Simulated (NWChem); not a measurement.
CH4MnO2, sextet; SMILES [Mn]([O]C)[OH]

```xyz
8

Mn    -0.0274    -0.5271    -0.0022
O      0.1246    -2.3294     0.0073
H     -0.5492    -3.0064    -0.0679
O     -0.1007     1.2582     0.0235
C      0.0964     2.6108    -0.0105
H      0.2737     3.0365     0.9995
H      0.9694     2.9016    -0.6324
H     -0.7801     3.1488    -0.4282
```
Atoms are numbered in this order, from 1.

Program: NWChem. Pople sets run with spherical d functions. Spin-unrestricted. The geometry was optimised at PBE0/def2-SVP, spin-unrestricted. No frequency run checked for a minimum. The spin multiplicity was typed, not searched, and may not be the lowest. No stability test was run on the SCF state.

Task: Estimate the computed values for TPSS/6-31G*. Quantities: highest occupied level (eV); lowest empty minus highest occupied level, either spin (eV); dipole (D); <S²>.

Result: 
| Quantity | Result |
|---|---|
| highest occupied level (eV) | -4.22 |
| lowest empty minus highest occupied level, either spin (eV) | 1.56 |
| dipole (D) | 1.04 |
| <S²> | 8.76 |
